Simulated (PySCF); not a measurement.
## Ionisation energy of Co²⁺ by level of theory

Co²⁺ [Ar] 3d7 (4F) → Co³⁺ [Ar] 3d6 (5D), as a difference of total energies. All numbers are calculated (PySCF 2.14, no relativity, point nucleus, in aug-cc-pVDZ). Correlated levels: valence: [Ar] frozen. The calculations carry no spin-orbit coupling.

Problem. Order these methods by the ionisation energy they give, lowest first.
A. r2SCAN
B. MP2 (valence)
C. LDA
D. PBEsol

Solution. B (33.369 eV), A (34.116 eV), D (34.308 eV), C (34.614 eV).

A first-order spin-orbit estimate (lowest level to lowest level, LS coupling) adds 0.025 eV.

These non-relativistic numbers lack the scalar-relativistic shift.

Errors of the correlated levels include the incompleteness of this basis and the frozen core.

For comparison: 33.5 ± 0.06 eV (semi-empirical (NIST evaluation); NIST Atomic Spectra Database, ionization energies).
